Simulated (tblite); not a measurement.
A geometry optimisation, step by step.

Species: C2H5NSe2Si.
Numbering: `[N:1]#[C:2][CH2:3][Se:4][Se:5][SiH3:6]` (hydrogens: H7, H8 on C3; H9, H10, H11 on Si6)

Computed with GFN2-xTB (tblite), gas phase: L-BFGS steps from a force-field or distance-geometry start until the largest atomic force falls under 0.01 eV/Å. 14 of its 81 geometries are shown.

Step 0: E = -485.2325 eV, largest atomic force 2.581 eV/Å
```
atom  x, y, z in Å  |  force x, y, z in eV/Å
N1     -2.538   -1.791    1.108    0.240   2.492  -0.626
C2     -2.454   -0.666    0.818   -0.400  -2.150   0.523
C3     -2.307    0.719    0.460   -0.571  -0.291  -0.264
Se4    -0.523    1.317    0.965    1.038   0.406   0.539
Se5     0.933    0.663   -0.767   -0.680   0.302  -0.500
Si6     2.787   -0.426   -0.051    0.531  -0.888   0.497
H7     -3.030    1.380    1.000    0.488  -0.506  -0.377
H8     -2.377    0.850   -0.631   -0.223  -0.037   0.238
H9      3.415   -1.079   -1.226   -0.358   0.336   0.218
H10     2.366   -1.482    0.902    0.097   0.350  -0.209
H11     3.733    0.518    0.555   -0.161  -0.015  -0.039
```

Step 6: E = -485.3953 eV, largest atomic force 0.272 eV/Å
```
atom  x, y, z in Å  |  force x, y, z in eV/Å
N1     -2.535   -1.770    1.106   -0.078  -0.062   0.020
C2     -2.471   -0.668    0.809    0.224   0.052  -0.040
C3     -2.288    0.701    0.447    0.101   0.013   0.002
Se4    -0.438    1.340    1.002   -0.076  -0.110  -0.114
Se5     0.885    0.679   -0.806    0.089  -0.074   0.022
Si6     2.798   -0.459   -0.022   -0.265   0.063  -0.007
H7     -2.997    1.342    0.979    0.119   0.008   0.038
H8     -2.400    0.844   -0.630    0.114  -0.005   0.014
H9      3.377   -1.047   -1.225   -0.115   0.066  -0.052
H10     2.360   -1.479    0.918   -0.036   0.015   0.073
H11     3.713    0.521    0.557   -0.077   0.034   0.044
```

Step 12: E = -485.4434 eV, largest atomic force 0.160 eV/Å
```
atom  x, y, z in Å  |  force x, y, z in eV/Å
N1     -2.559   -1.766    1.107    0.088  -0.134   0.005
C2     -2.393   -0.679    0.792   -0.140  -0.036   0.015
C3     -2.209    0.687    0.433    0.042   0.027   0.030
Se4    -0.385    1.316    0.986    0.040   0.065  -0.002
Se5     0.872    0.659   -0.848   -0.052   0.001  -0.059
Si6     2.714   -0.453    0.001    0.053   0.030  -0.027
H7     -2.907    1.316    0.989   -0.019   0.054   0.062
H8     -2.350    0.840   -0.637    0.144   0.019  -0.062
H9      3.268   -0.979   -1.237   -0.008  -0.075  -0.028
H10     2.327   -1.466    0.972   -0.087   0.002   0.001
H11     3.629    0.528    0.577   -0.060   0.048   0.063
```

Step 18: E = -485.4592 eV, largest atomic force 0.104 eV/Å
```
atom  x, y, z in Å  |  force x, y, z in eV/Å
N1     -2.535   -1.785    1.098    0.018   0.053  -0.045
C2     -2.396   -0.691    0.792    0.093  -0.028   0.027
C3     -2.186    0.678    0.443    0.041   0.019   0.031
Se4    -0.360    1.323    0.976    0.026  -0.020   0.045
Se5     0.854    0.650   -0.879   -0.038   0.015  -0.021
Si6     2.691   -0.446   -0.002    0.051  -0.011  -0.006
H7     -2.874    1.320    0.998   -0.044   0.005  -0.048
H8     -2.278    0.841   -0.633   -0.040  -0.024   0.028
H9      3.231   -0.987   -1.246    0.023  -0.020   0.099
H10     2.283   -1.450    0.978   -0.047   0.051  -0.074
H11     3.576    0.551    0.608   -0.082  -0.040  -0.036
```

Step 25: E = -485.4722 eV, largest atomic force 0.084 eV/Å
```
atom  x, y, z in Å  |  force x, y, z in eV/Å
N1     -2.494   -1.796    1.068    0.061   0.055   0.015
C2     -2.345   -0.693    0.806   -0.019   0.044  -0.042
C3     -2.148    0.683    0.465   -0.033  -0.044  -0.013
Se4    -0.319    1.320    0.994   -0.033  -0.011  -0.039
Se5     0.824    0.649   -0.914    0.006   0.033   0.018
Si6     2.655   -0.437   -0.016   -0.049  -0.024   0.010
H7     -2.866    1.323    0.987    0.068  -0.048   0.008
H8     -2.230    0.827   -0.617   -0.005  -0.002   0.049
H9      3.234   -1.023   -1.216    0.044   0.010   0.010
H10     2.197   -1.423    0.952   -0.049  -0.021   0.010
H11     3.497    0.571    0.625    0.009   0.009  -0.027
```

Step 31: E = -485.4776 eV, largest atomic force 0.070 eV/Å
```
atom  x, y, z in Å  |  force x, y, z in eV/Å
N1     -2.443   -1.797    1.067    0.013  -0.039   0.021
C2     -2.323   -0.691    0.800    0.038  -0.038   0.009
C3     -2.133    0.683    0.465   -0.033  -0.016  -0.006
Se4    -0.311    1.317    0.991    0.035   0.031  -0.007
Se5     0.814    0.669   -0.930    0.054  -0.005  -0.026
Si6     2.623   -0.445   -0.016   -0.024   0.008   0.001
H7     -2.843    1.315    1.001   -0.024   0.019  -0.005
H8     -2.217    0.826   -0.615   -0.044   0.054  -0.008
H9      3.257   -1.030   -1.188   -0.014  -0.010  -0.017
H10     2.126   -1.421    0.944   -0.017   0.001   0.001
H11     3.457    0.577    0.613    0.015  -0.006   0.037
```

Step 37: E = -485.4822 eV, largest atomic force 0.132 eV/Å
```
atom  x, y, z in Å  |  force x, y, z in eV/Å
N1     -2.385   -1.808    1.079    0.032  -0.005  -0.011
C2     -2.287   -0.703    0.797   -0.019   0.021  -0.003
C3     -2.131    0.675    0.463    0.101   0.084   0.012
Se4    -0.296    1.329    0.967   -0.051   0.013  -0.043
Se5     0.831    0.691   -0.958   -0.032   0.024  -0.021
Si6     2.598   -0.451   -0.012    0.062  -0.001   0.014
H7     -2.832    1.304    1.013   -0.038  -0.029   0.077
H8     -2.236    0.852   -0.608   -0.020  -0.065  -0.054
H9      3.260   -1.039   -1.169   -0.041  -0.009   0.016
H10     2.055   -1.416    0.937    0.015   0.024  -0.025
H11     3.431    0.568    0.627   -0.009  -0.055   0.038
```

Step 43: E = -485.4947 eV, largest atomic force 0.185 eV/Å
```
atom  x, y, z in Å  |  force x, y, z in eV/Å
N1     -2.211   -1.813    1.083    0.013   0.069  -0.065
C2     -2.188   -0.708    0.787    0.056  -0.009   0.019
C3     -2.108    0.683    0.462   -0.132  -0.129  -0.018
Se4    -0.282    1.389    0.873    0.025   0.122  -0.011
Se5     0.863    0.752   -1.042   -0.018  -0.010   0.085
Si6     2.548   -0.456   -0.005   -0.077   0.008  -0.037
H7     -2.812    1.248    1.084    0.104   0.022  -0.076
H8     -2.297    0.863   -0.601   -0.006  -0.028   0.088
H9      3.234   -1.081   -1.125    0.008   0.006   0.002
H10     1.890   -1.387    0.900    0.002  -0.045   0.016
H11     3.370    0.512    0.718    0.024  -0.008  -0.002
```

Step 49: E = -485.5110 eV, largest atomic force 0.945 eV/Å
```
atom  x, y, z in Å  |  force x, y, z in eV/Å
N1     -1.713   -1.817    1.018    0.208  -0.905   0.176
C2     -1.859   -0.718    0.763   -0.119   0.591  -0.128
C3     -2.039    0.655    0.465    0.359   0.320  -0.041
Se4    -0.299    1.697    0.604   -0.207   0.016   0.077
Se5     0.911    0.907   -1.166    0.124  -0.045  -0.135
Si6     2.332   -0.485    0.022    0.183   0.102   0.077
H7     -2.645    1.137    1.220   -0.304   0.106   0.224
H8     -2.458    0.809   -0.524   -0.004   0.008  -0.186
H9      3.146   -1.157   -0.971   -0.012  -0.039  -0.158
H10     1.458   -1.339    0.789   -0.169  -0.237   0.144
H11     3.172    0.314    0.914   -0.059   0.082  -0.049
```

Step 55: E = -485.5348 eV, largest atomic force 0.175 eV/Å
```
atom  x, y, z in Å  |  force x, y, z in eV/Å
N1     -1.636   -1.831    0.990    0.042   0.054   0.014
C2     -1.807   -0.720    0.773    0.064   0.090  -0.080
C3     -1.997    0.666    0.478   -0.164  -0.036   0.050
Se4    -0.312    1.744    0.574    0.115   0.014  -0.031
Se5     0.918    0.909   -1.190    0.011   0.008   0.070
Si6     2.301   -0.495    0.039   -0.033  -0.058  -0.023
H7     -2.633    1.131    1.236   -0.055  -0.044  -0.045
H8     -2.432    0.796   -0.518    0.044  -0.023   0.042
H9      3.105   -1.168   -0.971   -0.042   0.014  -0.012
H10     1.387   -1.347    0.783    0.012  -0.089   0.024
H11     3.111    0.319    0.939    0.006   0.072  -0.009
```

Step 62: E = -485.5493 eV, largest atomic force 0.162 eV/Å
```
atom  x, y, z in Å  |  force x, y, z in eV/Å
N1     -1.502   -1.794    0.967    0.060   0.128  -0.028
C2     -1.728   -0.690    0.757   -0.001  -0.123   0.089
C3     -2.006    0.681    0.485    0.005  -0.029  -0.015
Se4    -0.337    1.816    0.527   -0.083   0.027   0.137
Se5     0.928    0.928   -1.166    0.007  -0.071  -0.058
Si6     2.266   -0.526    0.061   -0.039  -0.012  -0.032
H7     -2.666    1.101    1.248    0.059   0.009  -0.042
H8     -2.451    0.774   -0.505   -0.032   0.073  -0.082
H9      3.060   -1.177   -0.969   -0.007  -0.003  -0.022
H10     1.363   -1.412    0.781    0.025  -0.012   0.018
H11     3.078    0.301    0.947    0.006   0.013   0.036
```

Step 68: E = -485.5598 eV, largest atomic force 0.059 eV/Å
```
atom  x, y, z in Å  |  force x, y, z in eV/Å
N1     -1.398   -1.754    0.967    0.002   0.033   0.004
C2     -1.701   -0.671    0.754    0.038  -0.037  -0.025
C3     -2.016    0.690    0.473    0.019   0.008   0.012
Se4    -0.350    1.823    0.571   -0.024  -0.038  -0.011
Se5     0.890    0.913   -1.146   -0.032  -0.028   0.030
Si6     2.240   -0.544    0.060    0.022   0.011   0.037
H7     -2.696    1.093    1.225   -0.009   0.045   0.003
H8     -2.435    0.799   -0.529   -0.001  -0.008  -0.012
H9      3.036   -1.184   -0.976    0.003   0.013  -0.045
H10     1.391   -1.469    0.798   -0.015   0.030  -0.005
H11     3.043    0.307    0.937   -0.003  -0.029   0.011
```

Step 74: E = -485.5617 eV, largest atomic force 0.049 eV/Å
```
atom  x, y, z in Å  |  force x, y, z in eV/Å
N1     -1.371   -1.743    0.968    0.007   0.036  -0.011
C2     -1.689   -0.665    0.749   -0.019  -0.039   0.022
C3     -2.022    0.692    0.469    0.003   0.015  -0.010
Se4    -0.364    1.827    0.570    0.023   0.001  -0.009
Se5     0.879    0.900   -1.133   -0.001  -0.006   0.008
Si6     2.246   -0.548    0.066   -0.003  -0.013  -0.014
H7     -2.700    1.098    1.221   -0.017  -0.009  -0.005
H8     -2.443    0.798   -0.534    0.005  -0.008   0.011
H9      3.022   -1.175   -0.995   -0.001   0.024   0.012
H10     1.399   -1.473    0.803   -0.010   0.007   0.000
H11     3.050    0.291    0.951    0.011  -0.009  -0.004
```

Step 80: E = -485.5621 eV, largest atomic force 0.009 eV/Å
```
atom  x, y, z in Å  |  force x, y, z in eV/Å
N1     -1.360   -1.737    0.967    0.000  -0.008   0.004
C2     -1.691   -0.663    0.751    0.002   0.008   0.001
C3     -2.026    0.694    0.469   -0.002  -0.003   0.002
Se4    -0.364    1.826    0.571   -0.001  -0.001   0.001
Se5     0.876    0.894   -1.130   -0.002   0.007  -0.005
Si6     2.246   -0.551    0.066   -0.002   0.003   0.000
H7     -2.709    1.098    1.218   -0.001   0.004  -0.003
H8     -2.444    0.797   -0.534    0.003  -0.003  -0.002
H9      3.027   -1.168   -0.997   -0.001   0.001   0.001
H10     1.394   -1.472    0.803    0.000  -0.005   0.000
H11     3.056    0.284    0.950    0.004  -0.003   0.002
```

Problem. Summarise the path.

Solution. The energy falls by 31.80 kJ/mol from step 0 to step 80; nine tenths of that is first reached at step 54. It rises by more than 0.2 meV at steps 1 and 49. The largest force goes from 2.581 to 0.009 eV/Å. Among the bonds C3–Se4 changes most, from 1.948 to 2.014 Å; the atoms move by 0.681 Å rms after alignment.

Problem. Follow the three bonds and two angles with the largest change from start to end.

Solution. 
| step | E above end (kJ/mol) | largest force (eV/Å) | C3–Se4 (Å) | Se5–Si6 (Å) | Se4–Se5 (Å) | Se4–Se5–Si6 (°) | C3–Se4–Se5 (°) |
| --- | --- | --- | --- | --- | --- | --- | --- |
| 0 | 31.80 | 2.581 | 1.948 | 2.267 | 2.354 | 114.0 | 106.9 |
| 3 | 19.18 | 0.440 | 2.006 | 2.326 | 2.347 | 112.2 | 105.0 |
| 7 | 15.47 | 0.291 | 2.032 | 2.355 | 2.333 | 109.2 | 102.0 |
| 10 | 12.58 | 0.290 | 2.007 | 2.310 | 2.320 | 107.1 | 101.1 |
| 14 | 10.84 | 0.179 | 2.010 | 2.323 | 2.319 | 105.5 | 100.3 |
| 17 | 10.08 | 0.109 | 2.010 | 2.316 | 2.318 | 104.6 | 99.9 |
| 21 | 9.23 | 0.183 | 2.003 | 2.309 | 2.317 | 103.3 | 99.1 |
| 24 | 8.77 | 0.086 | 2.005 | 2.312 | 2.322 | 102.1 | 98.2 |
| 28 | 8.39 | 0.090 | 2.009 | 2.308 | 2.321 | 101.3 | 97.8 |
| 31 | 8.15 | 0.070 | 2.000 | 2.313 | 2.318 | 100.8 | 97.8 |
| 35 | 7.89 | 0.072 | 2.007 | 2.307 | 2.322 | 100.1 | 98.1 |
| 38 | 7.56 | 0.177 | 2.012 | 2.310 | 2.317 | 99.3 | 98.8 |
| 42 | 6.74 | 0.156 | 1.999 | 2.322 | 2.316 | 97.9 | 100.4 |
| 45 | 6.02 | 0.137 | 2.014 | 2.309 | 2.322 | 96.9 | 101.0 |
| 49 | 4.93 | 0.945 | 2.033 | 2.317 | 2.285 | 97.8 | 102.9 |
| 52 | 3.48 | 0.187 | 2.011 | 2.321 | 2.299 | 96.9 | 103.2 |
| 56 | 2.41 | 0.176 | 2.003 | 2.322 | 2.310 | 97.8 | 102.4 |
| 59 | 1.69 | 0.126 | 2.019 | 2.322 | 2.301 | 99.3 | 102.6 |
| 63 | 0.97 | 0.155 | 2.013 | 2.324 | 2.295 | 99.7 | 102.7 |
| 66 | 0.34 | 0.107 | 2.013 | 2.322 | 2.310 | 99.6 | 101.0 |
| 70 | 0.12 | 0.049 | 2.015 | 2.324 | 2.299 | 100.5 | 100.4 |
| 73 | 0.06 | 0.028 | 2.012 | 2.324 | 2.302 | 100.7 | 100.3 |
| 77 | 0.01 | 0.038 | 2.013 | 2.324 | 2.303 | 100.9 | 100.4 |
| 80 | 0.00 | 0.009 | 2.014 | 2.323 | 2.302 | 100.9 | 100.4 |

What follows is the cost of the whole relaxation. Time: 0.89 s of wall time. Hardware: Arm Neoverse N1, one thread, shared host with 64 logical CPUs at a one-minute load of 60.
